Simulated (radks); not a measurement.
Results of a calculation; reference values are marked as such.
Exchange energies: the exact (Fock) value of the Kohn-Sham orbitals and density-functional approximations, in hartree. Species: Se+ [Ar] 3d10 4s2 4p3; H 1s1; B2+ [He] 2s1. Level of theory: non-relativistic Kohn-Sham, PBE, spin-polarised, spherical densities, point nucleus (a radial shooting solver on a logarithmic mesh with Libxc functionals). Every spin shell is full or empty, so the densities are truly spherical. Functionals are evaluated on that one density, not self-consistently.

[
 {"functional": "exact", "Se+": "-85.2109", "H": "-0.306825", "B2+": "-3.21950"},
 {"functional": "LDA", "Se+": "-80.444", "H": "-0.26378", "B2+": "-2.7897"},
 {"functional": "B88", "Se+": "-85.334", "H": "-0.30537", "B2+": "-3.2107"},
 {"functional": "PBE", "Se+": "-84.925", "H": "-0.30176", "B2+": "-3.1793"},
 {"functional": "revPBE", "Se+": "-85.093", "H": "-0.30628", "B2+": "-3.2223"},
 {"functional": "RPBE", "Se+": "-85.156", "H": "-0.30702", "B2+": "-3.2317"},
 {"functional": "OPTX", "Se+": "-85.986", "H": "-0.30604", "B2+": "-3.2162"},
 {"functional": "B86b", "Se+": "-85.339", "H": "-0.30468", "B2+": "-3.2084"},
 {"functional": "G96", "Se+": "-85.549", "H": "-0.30654", "B2+": "-3.2167"},
 {"functional": "EV93", "Se+": "-85.326", "H": "-0.32003", "B2+": "-3.3640"},
 {"functional": "TPSS", "Se+": "-85.206", "H": "-0.30755", "B2+": "-3.2319"},
 {"functional": "SCAN", "Se+": "-85.467", "H": "-0.30751", "B2+": "-3.2176"},
 {"functional": "r2SCAN", "Se+": "-85.243", "H": "-0.30751", "B2+": "-3.2163"},
 {"functional": "MS2", "Se+": "-84.916", "H": "-0.30776", "B2+": "-3.2346"},
 {"functional": "TASK", "Se+": "-83.140", "H": "-0.30751", "B2+": "-3.1751"}
]
